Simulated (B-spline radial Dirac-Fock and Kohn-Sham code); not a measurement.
**Magnetic form factor of the 3d shell of V⁺**

System: V⁺, configuration [Ar] 3d4.

The run's input, task.json:

```json
{"items": [{
  "Z": 23,
  "q": 1,
  "cfg": [[1, 0, 2], [2, 0, 2], [2, 1, 6], [3, 0, 2], [3, 1, 6], [3, 2, 4]],
  "A": 51,
  "rrms": 3.6002,
  "do": ["scatter"],
  "s": [0.0, 0.05, 0.1, 0.15, 0.2, 0.25, 0.3, 0.35, 0.4, 0.45, 0.5, 0.6, 0.7, 0.8, 0.9, 1.0, 1.1, 1.2, 1.4, 1.6, 1.8, 2.0, 2.5, 3.0, 3.5, 4.0, 5.0, 6.0],
  "pz": [0, 0.1, 0.15, 0.21, 0.31, 0.44, 0.65, 0.94, 1.4, 2.0, 2.9, 4.2, 6.0, 8.8, 13.0, 18.0, 27.0, 39.0, 57.0, 82.0, 120.0],
  "hv_scatter": [1000, 2000, 5000, 10000, 20000, 50000, 100000, 1000000]
}]}
```

Launch: `python xray_run.py task.json out`

Method: relativistic Hartree-Fock (Dirac-Fock) wave functions, averaged over the configuration. Computed with a radial finite-basis atomic code. ⟨j_K⟩ is the integral of the 3d radial density with the spherical Bessel function j_K(4πsr), s = sin θ/λ.

| s (Å⁻¹) | ⟨j0⟩ | ⟨j2⟩ | ⟨j4⟩ | tabulated ⟨j0⟩ |
| --- | --- | --- | --- | --- |
| 0 | 1.0000 | 0.0000 | 0.0000 | 0.9992 |
| 0.05 | 0.9477 | 0.0206 | 0.0003 | 0.9516 |
| 0.1 | 0.8138 | 0.0695 | 0.0035 | 0.8260 |
| 0.15 | 0.6468 | 0.1216 | 0.0130 | 0.6629 |
| 0.2 | 0.4870 | 0.1596 | 0.0278 | 0.5021 |
| 0.25 | 0.3533 | 0.1791 | 0.0444 | 0.3664 |
| 0.3 | 0.2493 | 0.1834 | 0.0593 | 0.2611 |
| 0.35 | 0.1715 | 0.1774 | 0.0709 | 0.1817 |
| 0.4 | 0.1147 | 0.1653 | 0.0788 | 0.1223 |
| 0.45 | 0.0740 | 0.1502 | 0.0833 | 0.0782 |
| 0.5 | 0.0452 | 0.1341 | 0.0850 | 0.0463 |
| 0.6 | 0.0114 | 0.1029 | 0.0826 | 0.0098 |
| 0.7 | -0.0035 | 0.0764 | 0.0755 | -0.0045 |
| 0.8 | -0.0090 | 0.0556 | 0.0664 | -0.0087 |
| 0.9 | -0.0101 | 0.0399 | 0.0570 | -0.0091 |
| 1 | -0.0092 | 0.0283 | 0.0480 | -0.0085 |
| 1.1 | -0.0077 | 0.0199 | 0.0400 | -0.0075 |
| 1.2 | -0.0061 | 0.0140 | 0.0330 | -0.0064 |
| 1.4 | -0.0036 | 0.0068 | 0.0222 | -0.0039 |
| 1.6 | -0.0020 | 0.0032 | 0.0148 | – |

Radial moments of the shell: ⟨r²⟩ = 2.961, ⟨r⁴⟩ = 22.77, ⟨r⁶⟩ = 344.7 in powers of bohr. Tabulated ⟨j0⟩: the fit in Brown, International Tables for Crystallography C, 4.4.5, itself from free-ion calculations whose configuration may differ.
